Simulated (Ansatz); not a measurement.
Total energies of CAlFO$_{2}$ (`O=[C]1[O][Al]1[F]`).

```xyz
5

O    -0.432   -0.973   -1.906
C    -0.195   -0.445   -0.885
O     0.654    0.592   -0.599
Al   -0.073    0.150    0.925
F     0.046    0.675    2.465
```

Charge 0, multiplicity 1. Geometry: relaxed with PBE0-D4/def2-TZVP. Basis def2-TZVPP, Ansatz.

RPA on PBE orbitals: Hartree–Fock energy of these orbitals -529.07590 Eh, correlation -1.40010 Eh (frozen core).

```tsv
functional	energy without D4 (Eh)	D4 term (kJ/mol)
LDA (SPW92)	-527.96545	–
PBE	-530.61690	-9.0
BLYP	-531.02115	-20.0
r2SCAN	-530.87989	-2.0
PBE0	-530.62050	-7.5
B3LYP	-531.05495	-14.6
r2SCANh	-530.85615	-2.2
r2SCAN0	-530.82206	-2.4
HSE06 (plane-wave form)	-530.60277	-7.0
BHLYP	-530.89699	-11.6
CAM-B3LYP	-530.95229	-7.6
LC-ωPBE	-530.76665	–
B2PLYP	-530.74954	–
PBE-QIDH	-530.48912	–
```

Q: Give the same for revPBE, B97M-V, ωB97X-V, ωB97M-V. (Estimate.)

A: The calculation gave: 
| functional | energy without D4 (Eh) | D4 term (kJ/mol) |
| --- | --- | --- |
| revPBE | -530.89725 | -27.2 |
| B97M-V | -530.89655 | – |
| ωB97X-V | -530.89185 | – |
| ωB97M-V | -530.95327 | – |

B3LYP takes the VWN-RPA correlation (the form of Gaussian; ORCA's B3LYP/G). HSE06 is the plane-wave form, built on full-range PBE exchange. The double hybrids freeze the cores in their second-order part.

LC-ωPBE has ω = 0.4 bohr⁻¹.
